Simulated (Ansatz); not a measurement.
Geometry optimisation, Ansatz, RKS B3LYP-D4/def2-SVP.

Input:

```yaml
crystal:
  periodic: [false, false, false]
  atoms:
    - { symbol: Ge, position_ang: [0.273636, -0.286841, 0.044982] }
    - { symbol: F, position_ang: [1.166402, 1.15742, 0.483078] }
    - { symbol: O, position_ang: [1.104509, -1.605822, 0.869869] }
    - { symbol: O, position_ang: [-1.39117, -0.334739, 0.596378] }
    - { symbol: O, position_ang: [0.327552, -0.326438, -1.706381] }
    - { symbol: H, position_ang: [-0.519741, 2.342473, -0.24804] }
    - { symbol: H, position_ang: [-1.167653, 2.099234, -0.362939] }
    - { symbol: H, position_ang: [2.060736, -1.467533, 0.921983] }
    - { symbol: H, position_ang: [-1.463276, -0.722032, 1.480933] }
    - { symbol: H, position_ang: [-0.391197, -0.855622, -2.079762] }
basis:
  gaussian: { orbitals: def2-SVP }
hamiltonian:
  xc: b3lyp
  dispersion: d4
relax:
  f_tol: 0.03
  max_steps: 50
```

Launched with:

```bash
$ ansatz run input.yaml --threads 2 --pin off --max-ram 3072MiB --backend cpu --events-out ev --progress --plain --runs-dir out
```

Task: Where does it end, and by what steps?

Result: The run converged. The force dipped under the threshold on the way, but the program's further checks kept it going. After 47 steps the energy has fallen by 0.200 eV; H7 moved furthest, 1.40 Å.

```tsv
step	energy less start (eV)	largest force component (eV/Å)	accepted
0	0.0000	2.379	yes
2	-0.1447	0.126	yes
4	-0.1542	0.098	yes
6	-0.1307	1.055	no
8	-0.1594	0.277	yes
10	-0.1624	0.062	yes
12	-0.1650	0.097	yes
14	-0.1670	0.098	yes
16	-0.1684	0.112	yes
18	-0.1694	0.031	yes
20	-0.1695	0.054	yes
22	-0.1705	0.163	yes
24	-0.1718	0.164	yes
26	-0.1731	0.155	yes
28	-0.1750	0.128	yes
30	-0.1771	0.060	yes
32	-0.1765	0.387	no
34	-0.1789	0.021	yes
36	-0.1819	0.266	yes
38	-0.1886	0.137	yes
40	-0.1930	0.102	yes
42	-0.1960	0.078	yes
44	-0.1974	0.096	yes
46	-0.1936	0.577	no
47	-0.1995	0.027	yes
```

```xyz
10
Properties=species:S:1:pos:R:3
Ge 0.302 -0.608 -0.130
F 0.807 1.008 -0.562
O 1.313 -1.171 1.183
O -1.378 -0.502 0.352
O 0.499 -1.662 -1.516
H -0.755 2.537 0.412
H -1.317 2.895 0.782
H 2.218 -1.368 0.905
H -1.579 0.327 0.811
H -0.111 -1.456 -2.237
```

Time of the run: 2.3 min on 2 threads of Arm Neoverse V1, on a shared host, peak memory 0.27 GiB.
